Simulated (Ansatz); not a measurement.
A set of 12 reactions (ligand exchange), with CCSD(T)/CBS values in kJ/mol:

```tsv
reaction	ΔE
`N#[C][AlH][Cl]` + `N[SiH3]` → `[SiH3][NH][AlH][Cl]` + `C#N`	-43.1
`C[S][GaH2]` + NH₃ → `[NH2][GaH2]` + CH₃SH	45.8
`[NH2][GeH2][Si](N)(O)O` + H₂Te → `N[Si](O)(O)[TeH]` + `[NH2][GeH3]`	-63.5
`CNBC=S` + `BN` → `BNBNC` + `C=S`	-45.5
`[SiH3]OB1N[SiH2]1` + `C[SiH2][TeH]` → `C[SiH2][Te][SiH3]` + `OB1N[SiH2]1`	31.2
`F[SiH]([SiH3])[SiH3]` + H–F → `F[SiH](F)[SiH3]` + SiH₄	-148.1
`O[SiH]([SiH3])O[SiH3]` + `OB(S)Cl` → `[SiH3]OB(S)Cl` + `O[SiH](O)[SiH3]`	17.2
`[SiH3]OB1N[SiH2]1` + `[OH][Sc]([Cl])[Cl]` → `[SiH3][O][Sc]([Cl])[Cl]` + `OB1N[SiH2]1`	-12.8
`CBSCF` + `C=N` → `C=NBC` + `FCS`	-10.7
`N[SiH2]C[SiH2]N` + `N[Si](O)(O)O` → `N[SiH2]O[Si](N)(O)O` + `C[SiH2]N`	-115.2
`[CH3][GeH2][CH2][AlH2]` + HCl → `[CH3][GeH2][Cl]` + `[CH3][AlH2]`	-79.1
`O[SiH](F)F` + H₂S → `F[SiH](F)S` + H₂O	59.7
```

Calculated with Ansatz (gas phase, PBE0-D4/def2-TZVP geometries, no zero-point term in ΔE). CCSD(T)/CBS is the MP2 limit (def2-TZVPP, def2-QZVPP) plus CCSD(T) − MP2 in def2-TZVPP, frozen cores. This one scheme is used for every species. Functionals use def2-TZVPP. B3LYP here is the variant with VWN-RPA as its local correlation; programs differ in this. def2 core potentials past Kr. For Ga, Ge, Sc, Te outer-core shells are correlated without core-valence functions, which leaves a few kJ/mol of doubt a bond. Scalar relativity is left out up to krypton. One conformer a species, not always the lowest.

Task: Give the mean, mean absolute and largest difference (level minus CCSD(T)/CBS, kJ/mol) for: PBE-D4, PBE0-D4, B3LYP-D4, ωB97M-V, r2SCAN, PBE0, B3LYP, MP2/def2-TZVPP, SCS-MP2/def2-TZVPP, CCSD/def2-TZVPP, CCSD(T)/def2-TZVPP, HF/CBS(def2), MP2/CBS(def2), CCSD/CBS(def2). (Estimate.)

Result: Computed: 
```csv
level,mean,mean absolute,largest
PBE-D4,1.6,8.4,20.8
PBE0-D4,1.2,6.1,15.8
B3LYP-D4,-1.0,4.6,-14.2
ωB97M-V,-0.6,2.9,-8.1
r2SCAN,-0.5,3.0,-11.6
PBE0,0.5,5.5,10.8
B3LYP,-2.2,7.7,-20.6
MP2/def2-TZVPP,-0.8,1.9,-7.4
SCS-MP2/def2-TZVPP,-1.2,4.0,-14.3
CCSD/def2-TZVPP,0.5,3.8,8.7
CCSD(T)/def2-TZVPP,1.1,2.2,6.4
HF/CBS(def2),-5.1,15.0,-40.4
MP2/CBS(def2),-1.9,2.8,-11.3
CCSD/CBS(def2),-0.6,2.0,-4.7
```

The largest T1 diagnostic in the set is 0.016, for `C=S` (customary mark 0.02).

CCSD(T)/CBS is a level of theory with its own doubt, and the functionals carry their triple-zeta basis error, so these figures describe this set and don't rank the functionals.
